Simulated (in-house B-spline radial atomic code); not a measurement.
# Ionising Cd⁴⁺ with different functionals

Computed with a B-spline radial code for spherical atoms: non-relativistic Hamiltonian, point nucleus, spin-polarised at highest spin, spherical fractional occupations for the functionals, and exact exchange of hybrids averaged over the configuration. The ionisation energy is the difference of two self-consistent energies, [Kr] 4d8 → [Kr] 4d7, without Breit or QED terms; ε is the level of the shell that loses the electron (its least bound occupied spin orbital). There is no spin-orbit coupling in this Hamiltonian.

```tsv
method	rung	ΔSCF (eV)	-ε(4d) (eV)
PBE0	global hybrid	70.79	64.72
B3LYP	global hybrid	70.86	64.29
TPSSh	global hybrid	70.72	63.16
M06-2X	global hybrid	70.84	67.59
BHandHLYP	global hybrid	70.55	67.00
r2SCAN0	global hybrid	70.74	64.77
B97-1	global hybrid	70.84	64.33
HSE06	range-separated hybrid	70.76	64.28
wB97X	range-separated hybrid	70.67	67.21
CAM-B3LYP	range-separated hybrid	70.81	66.24
LC-wPBE	range-separated hybrid	70.83	67.54
```

**Question.** Among the functionals, which spreads more, the ΔSCF values or the orbital energies?

**Answer.** The orbital energies: ΔSCF values span about 0.32 eV and the orbital energies 4.43 eV; here energy differences depend much less on the functional than eigenvalues do.

**Question.** How do they compare with the NIST value?

**Answer.** NIST lists 68 eV ± 1.9 (tabulated theory, ground level to ground level). Errors run from +2.65 to +2.96 eV; all lie within about twice that uncertainty, so the table can't rank the methods.
